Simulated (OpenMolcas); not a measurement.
## OpenMolcas input wanted

The species is CH7NOSi (11 atoms), meant as a triplet with charge 0. SMILES of the parent species: `OCN[SiH3]`. The coordinates come from a PBE0-D4/def2-TZVP relaxation. This is one conformer, not always the lowest. That shape belongs to the parent species and isn't relaxed for this state.

```xyz
11

O    -1.2080    1.8085   -0.6684
C    -0.0098    1.1978   -0.2606
N     0.0215   -0.2043   -0.5522
Si    0.4725   -1.4259    0.5712
H    -1.9307    1.2911   -0.2993
H     0.7769    1.7531   -0.7813
H     0.1508    1.3206    0.8204
H     0.0332   -0.4105   -1.5397
H    -0.2127   -1.1405    1.8601
H     1.9344   -1.5155    0.8581
H     0.0371   -2.7316    0.0127
```

Settings wanted:

- method: HF
- reference: UHF
- symmetry: none
- basis set: cc-pVDZ
- task: energy
- nucleus: point
- SCF convergence threshold: 1e-10

Problem. Write the OpenMolcas 26.06 input and the command.

Solution. This one ran through:

job.input:
```
* CH7NOSi Hartree-Fock

&GATEWAY
  BasLib = $CurrDir
  Coord
  11
  angstrom
  O       -1.208000       1.808500      -0.668400
  C       -0.009800       1.197800      -0.260600
  N        0.021500      -0.204300      -0.552200
  Si       0.472500      -1.425900       0.571200
  H       -1.930700       1.291100      -0.299300
  H        0.776900       1.753100      -0.781300
  H        0.150800       1.320600       0.820400
  H        0.033200      -0.410500      -1.539700
  H       -0.212700      -1.140500       1.860100
  H        1.934400      -1.515500       0.858100
  H        0.037100      -2.731600       0.012700
  Basis = cc-pVDZ
  Group = NoSym

&SEWARD

&SCF
  UHF
  Spin = 3
  Thresholds = 1e-10 1e-07 1e-07 1e-05
  PrOrbitals = 1 1
```

```bash
$ export MOLCAS_MEM=1860
$ pymolcas job.input > job.log
```

(Basis files named in the input come from the Basis Set Exchange and aren't shown.)

Calculated total energy: -459.96903 Eh.
